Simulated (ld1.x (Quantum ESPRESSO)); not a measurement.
Values are calculated unless marked as measured or tabulated.
# Potentials for germanium compared

Generated with ld1.x 7.5 (TM, RRKJ, ultrasoft, PAW), atompaw 4.2 or ONCVPSP 4.0.1. The cutoff is in Ry: for ld1.x and atompaw files where the sum of valence levels is converged to 10 mRy in a Bessel basis, for ONCV files where the hardest occupied wave has 1 mHa per electron of residual kinetic energy. The error is the largest all-electron minus pseudo excitation energy over each file’s own four to seven test configurations (ionisations up to +4, promotions, holes and added fractions of an electron), all of which were solved. The labels leave out finer settings (local radius, basis sizes, second energies), which also bear on the numbers. Spin-polarised tests are not counted. The rows are a selection from randomly drawn settings: files with unsolved tests, undetermined cutoffs or missed reference levels are left out.

A true bound ghost makes a file unfit for plane-wave use even where its test errors are small: the radial tests pick states by their node count and pass the ghost by.

```csv
potential,cutoff (Ry),largest error (meV),bound ghosts
"ultrasoft, LDA (PZ), non-relativistic, rc 1.05/1.40/1.25 (spd), local smoothed, core correction yes, reference 3s2 3p6 3d10 4s2 4p2",100,+366,none
"TM semilocal, LDA (PZ), scalar-relativistic, rc 1.70/2.20/1.80 (spd), local p, core correction no, reference 4s2 4p2",30,+259,none
"ultrasoft, PBE, scalar-relativistic, rc 1.85/1.95 (sp), local smoothed, core correction yes, reference 4s2 4p1",8,-195,none
```

Question: Fill in the row for Ge: ultrasoft, PW91, scalar-relativistic, rc 1.15/1.35/1.10 (spd), local smoothed, core correction no, reference 3s2 3p6 3d10 4s1.75 4p2.25.

Answer: cutoff 140 Ry, largest error -5.3 meV, bound ghosts: none.

Question: Fill in the row for Ge: ultrasoft, LDA (PZ), scalar-relativistic, rc 1.75/1.75/1.50 (spd), local smoothed, core correction yes, reference 4s2 4p2.

Answer: cutoff 10 Ry, largest error -333 meV, bound ghosts: d.

Question: Fill in the row for Ge: TM, PBE, scalar-relativistic, rc 1.55/1.60 (sp), local smoothed, core correction no, reference 4s2 4p2.

Answer: cutoff 35 Ry, largest error +63 meV, bound ghosts: s.
